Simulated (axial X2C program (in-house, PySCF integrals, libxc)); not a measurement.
## What spin–orbit coupling does to YI

All values were computed with an axial X2C code built on PySCF integrals. Spin-free means the one-electron spin-free X2C Hamiltonian; two-component (2c) means X2C with spin–orbit coupling and atomic mean-field two-electron Coulomb and Gaunt terms, so the difference of the two also holds small scalar two-electron terms. Basis: I dyall-v3z [11s12p8d1f], Y dyall-v3z [11s12p9d4f2g] (cores contracted in-house); Gaussian nuclei, density fitting, unrestricted open shells. Masses: I 126.904 u, Y 88.906 u.

Spin-free state: M_S = 0, Λ = 0 (closed shell); fragments I + Y.

```tsv
level	Re (Å)	ωe (cm⁻¹)	De (eV)	μ (D)
PBE0	2.761	215.6	3.933	2.59
HF	2.861	199.7	3.063	3.17
MP2	2.786	216.2	4.137	n/a
TPSSh	2.768	213.7	3.968	2.60
B3LYP	2.789	208.2	3.763	2.80
```

Correlated methods: 18 electrons correlated (number of frozen shells: I 4 s, 3 p, 2 d; Y 3 s, 2 p, 1 d), 284 virtual spin orbitals or spinors in MP2.

Dipoles are positive if Y is the positive end.

Two-component determinant lowest at the distance of the search:

Ω = 0 (closed shell); fragments I + Y.

```tsv
level	Re (Å)	ωe (cm⁻¹)	μ (D)
PBE0	2.764	214.7	2.56
HF	2.863	199.1	3.14
MP2	2.787	215.6	n/a
TPSSh	2.770	212.8	2.57
B3LYP	2.792	207.1	2.76
```

Task: From the two tables, how do the constants change at the MP2 level (2c against spin-free)?

Result: At the MP2 level Re goes up by 0.001 Å and ωe drops by 0.6 cm⁻¹.

Occupations by symmetry block were frozen at the best pattern of an incomplete PBE0 search. The closed shell is kept restricted, so the energy runs too high when the bond is stretched far. Dissociation energies refer to the lowest single-determinant-based atoms at the same level and basis. De is not given where an atomic determinant may have missed its ground term or J level, or where the truncated virtual space spoils (T). Other states lie close and PBE0, whose exact exchange favours high spin, may order them wrongly; the determinant shown need not be the ground state. The nearest other spin-free determinant of the search, M_S = 1, Λ = 2, lies 0.40 eV up at the distance of the search. Without a current term, density functionals place determinants with orbital angular momentum somewhat too high.
